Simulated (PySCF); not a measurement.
## Correlation energy of Sb⁺ (antimony, charge +1)

Starting occupation: [Kr] 4d10 5s1 5p2 6s1, 5s1/2 with m_j = +1/2, 5p3/2 with m_j = +1/2, +3/2, 6s1/2 with m_j = +1/2. All numbers are calculated (PySCF 2.14, X2C-1e with screened-nucleus spin-orbit coupling, Gaussian nucleus, in x2c-SVPall-2c with one added diffuse shell each of s, p type (7s9p4d, 54 functions)). Frozen: [Ar] 3d10; 22 electrons correlated; the 6 highest virtual spinors left out.

MP2 pair energies summed by pair of shells (mhartree):

| pair | energy | share (%) |
| --- | --- | --- |
| 4d-4p | -18.27 | 26.2 |
| 4d-4d | -13.46 | 19.3 |
| 4p-4p | -10.20 | 14.6 |
| 4d-5p | -5.98 | 8.6 |
| 5p-6s | -4.93 | 7.1 |
| 5p-5p | -3.44 | 4.9 |
| 5p-5s | -2.96 | 4.3 |
| 4d-4s | -2.41 | 3.5 |
| 4d-5s | -2.17 | 3.1 |
| 4p-4s | -1.60 | 2.3 |
| 4p-5p | -1.43 | 2.1 |
| 5s-6s | -0.92 | 1.3 |
| 4p-5s | -0.55 | 0.8 |
| 4d-6s | -0.54 | 0.8 |
| 4s-4s | -0.47 | 0.7 |
| 4s-5p | -0.14 | 0.2 |
| 4s-5s | -0.10 | 0.1 |
| 4p-6s | -0.09 | 0.1 |
| 4s-6s | -0.02 | 0.0 |

Total MP2 correlation energy: -69.67 mhartree.

The GHF reference relaxed away from the jj start to a determinant that is no pure jj level (⟨S²⟩ = 5.96, ⟨J²⟩ = 12.01); the energies belong to that determinant.

This basis was not built for core-valence correlation, so the inner-shell part is incomplete.
